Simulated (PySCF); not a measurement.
## MoOF₂ + 2 H₂O → MoO(OH)₂ + 2 HF

Level: PBE0 in the def2-TZVP basis family, computed in PySCF with density fitting; scalar-relativistic core potentials for atoms from Rb on, none lighter, no spin–orbit coupling; open shells unrestricted.

```json
{"species": "MoOF₂", "state and structure": "triplet, C2v, Mo–F 1.870 Å (×2), Mo–O 1.652 Å; F–Mo–F 116.2°, F–Mo–O 121.9° (×2)", "E (Eh)": "-343.07760", "ZPE (kJ/mol)": "17.7", "H(298 K) − H(0) (kJ/mol)": "15.3", "S° (J/(mol K))": "314.9"}
{"species": "H₂O", "state and structure": "singlet, C2v, O–H 0.960 Å (×2); H–O–H 105.1°", "E (Eh)": "-76.37736", "ZPE (kJ/mol)": "56.5", "H(298 K) − H(0) (kJ/mol)": "9.9", "S° (J/(mol K))": "188.7"}
{"species": "MoO(OH)₂", "state and structure": "triplet, C1, Mo–O 1.667 Å, Mo–O 1.897 Å, Mo–O 1.901 Å, O–H 0.959 Å (×2); H–O–Mo 125.6°, H–O–Mo 130.1°, O–Mo–O 113.2°, O–Mo–O 120.5°, O–Mo–O 126.0°", "E (Eh)": "-295.02228", "ZPE (kJ/mol)": "73.7", "H(298 K) − H(0) (kJ/mol)": "19.3", "S° (J/(mol K))": "345.9"}
{"species": "HF", "state and structure": "singlet, C∞v, H–F 0.920 Å", "E (Eh)": "-100.39188", "ZPE (kJ/mol)": "24.9", "H(298 K) − H(0) (kJ/mol)": "8.7", "S° (J/(mol K))": "173.6"}
```

What is the electronic reaction energy?

At PBE0/def2-TZVP, ΔE = 69.0 kJ/mol from the differences of the total energies times 2625.5, uphill. 

Add zero-point, thermal and entropy terms for 298.15 K and 1 bar.

ΔZPE = -7.2 and Δ[H(298) − H(0)] = 1.6 kJ/mol give ΔH° = 63.4 kJ/mol. ΔS° = 0.8 J/(mol K), so ΔG° = 63.4 − 298.15 × (0.0008) = 63 kJ/mol and log₁₀K = -11.1.

Open d or f shells are single determinants, so the state found may not be the ground state. Each species is the lowest minimum found with this bonding; other isomers or fragments can lie lower.
